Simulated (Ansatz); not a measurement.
H₈O₂Si₃, SMILES `O[SiH2]O[SiH2][SiH3]`, relaxed with RKS PBE-D4/def2-SVP in the Gaussian-basis code of Ansatz from a rough embedded geometry. The force threshold is 0.03 eV/Å; the program also tests the step.

Total charge 0; spin multiplicity 1.

Start:

```xyz
13

O    -1.619   -2.028    2.020
Si   -1.512   -0.964    0.823
O    -0.186   -0.009    1.078
Si    0.717    1.164    0.242
Si    1.425    0.537   -1.811
H    -1.065   -1.809    2.860
H    -1.348   -1.731   -0.456
H    -2.674   -0.126    0.768
H     1.790    1.551    1.133
H    -0.257    2.337    0.134
H     2.139    1.609   -2.476
H     0.280    0.107   -2.681
H     2.310   -0.638   -1.633
```

(1) By how much does the energy fall, and how many steps does the optimiser take? (Best estimate.)

(2) Which bonds change most? (Best estimate.)

(3) Give the relaxed structure. (An estimate is asked.)

Answers

(1) Computed: 43.90 kJ/mol, in 33 steps, 4 of them rejected.

(2) Ansatz gave: Si4–Si5 from 2.261 to 2.360 Å; O1–Si2 from 1.606 to 1.674 Å; Si2–H8 from 1.434 to 1.501 Å; Si4–H9 from 1.447 to 1.508 Å.

(3) Ansatz gave: 
```xyz
13

O    -0.662   -1.988    1.698
Si   -1.533   -0.924    0.742
O    -0.902    0.626    0.789
Si    0.498    1.401    0.255
Si    1.356    0.362   -1.683
H    -0.719   -1.833    2.657
H    -1.420   -1.487   -0.641
H    -2.956   -0.790    1.202
H     1.540    1.384    1.345
H     0.146    2.835   -0.034
H     2.586    1.101   -2.142
H     0.337    0.381   -2.792
H     1.728   -1.068   -1.394
```
